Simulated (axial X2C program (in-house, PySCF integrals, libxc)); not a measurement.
**Density and ELF of LiIn⁺**

Computed with an axial X2C code built on PySCF integrals. Two-component (2c) means X2C with spin–orbit coupling and atomic mean-field two-electron Coulomb and Gaunt terms. Basis: In dyall-cv3z [11s12p9d4f1g], Li dyall-cv3z [7s8p2d] (cores contracted in-house); Gaussian nuclei, density fitting, unrestricted open shells. Masses: In 114.904 u, Li 7.016 u.

PBE0, 2c, state Ω = 1/2 (⟨Sz⟩ = 0.49, ⟨Lz⟩ = 0.01 at PBE0); In at z = 0, Li at z = 3.216 Å.

The maps cover the half plane through the axis: z from -2.4 to 5.4 Å along the bond, ρ from 0.15 to 2.25 Å away from it (steps of 0.3 Å, the bottom row nearest the axis).

log10 of the density in e/bohr³:

digits 0 to 9 span -5.40 to 1.81 evenly
```
112222333332222222222111000
122333333333333333222211100
223334444444333333332221100
233344445444444433332221110
233445555555444444333221110
334455666665544444444321111
334455678765554445565422111
334456789876555445776432111
```

Electron localisation function (collinear form, no current term, damped to 0 at low density):

digits 0 to 9 span 0.00 to 1.00 evenly
```
000011110000013332100000000
002344322111246787530000000
025766433223468999852000000
268875432223589999621000000
588864222223589994000000000
799853234322589950000000000
899742477742489910999200000
899743637362389804999900000
```

Axial spin density in 10⁻³ e/bohr³:

digits 0 to 9 span -4.27 to 4.27 evenly, values beyond are clipped
```
555555554445555555555555555
555555554445555555555555555
555566554445666666655555555
556677764445778877665555555
556899974346899998765555555
567999975348999999755555555
568999933438999999544555555
579999491928999998696555555
```

The state is a single determinant with fixed occupations, the lowest that a limited PBE0 search found. Density functionals use the spin component along the axis (collinear).
